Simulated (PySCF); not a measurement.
Method: PySCF with PBE-D3(BJ)/def2-TZVP // PBE0-D3(BJ)/def2-SVP. All species are isolated molecules in the gas phase. One relaxed conformer stands for a flexible species; it need not be the lowest. Excitations are Tamm–Dancoff values on a coarser integration grid. The basis has no diffuse functions, so Rydberg states are missing or too high.

Reference species (SMILES): `[GeH2]([GeH2][GeH2][GeH2][GeH2][CH3])[GeH2][CH3]` (neutral, multiplicity 1).

The LUMO is -1.42 eV. The T1 excitation (TDA) comes out as 4.38 eV and the S1 excitation (TDA) is 5.14 eV.

After one change: the LUMO goes up by 0.48 eV; the T1 excitation (TDA) goes up by 0.62 eV; the S1 excitation (TDA) increases by 0.66 eV.

Name the change that produced these shifts. The new species is one of these.
A. `[CH3][GeH2][GeH2][GeH2][GeH2][GeH2][CH3]`
B. `[CH3][GeH2][GeH2][GeH2][CH3]` (C–Ge–Ge–Ge torsion 180°, Ge–Ge–Ge–C torsion 180°)
C. `[CH3][GeH2][GeH2][GeH2][GeH2][CH3]`
D. `[CH3][GeH2][GeH2][CH3]` (C–Ge–Ge–C torsion 179°)

C, `[CH3][GeH2][GeH2][GeH2][GeH2][CH3]`
